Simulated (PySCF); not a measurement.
Shapes and spin states of MoOCl

Level of theory: PBE0 in PySCF with Mo def2-TZVP with ECP28, O def2-TZVP, Cl def2-TZVP; scalar-relativistic core potentials, no spin–orbit coupling; density-fitted integrals.

Relaxations began from a few typed shapes and spin states; open shells are unrestricted. The search is not exhaustive: other isomers or separated fragments can lie lower, and high-lying points may rest on an excited occupation.

(1) Order these stationary points by electronic energy, lowest first, in kJ/mol from the lowest minimum.
A. quartet Cs: Mo–Cl 2.280 Å, Mo–O 1.665 Å; Cl–Mo–O 136.7°
B. quartet C∞v: Mo–Cl 2.320 Å, Mo–O 1.683 Å; Cl–Mo–O 180.0°
C. broken-symmetry Ms = 1/2 (⟨S²⟩ 1.61) Cs: Mo–Cl 2.287 Å, Mo–O 1.655 Å; Cl–Mo–O 135.4°

(2) Which of them are minima?

## Answers

(1) A (0.0), B (20.9), C (55.6).

(2) By energy in kJ/mol, 0.0: minimum; 20.9: saddle point, 2 imaginary modes; 55.6: minimum.

Formally Mo is in oxidation state +3, d3, with 3 unpaired electrons (the high-spin count). The Mulliken spin on Mo is 3.16. The polar-tensor charge on Mo, 1.25, is far below the formal one.

For the lowest minimum: with open d or f shells other occupations or spin states may lie lower.
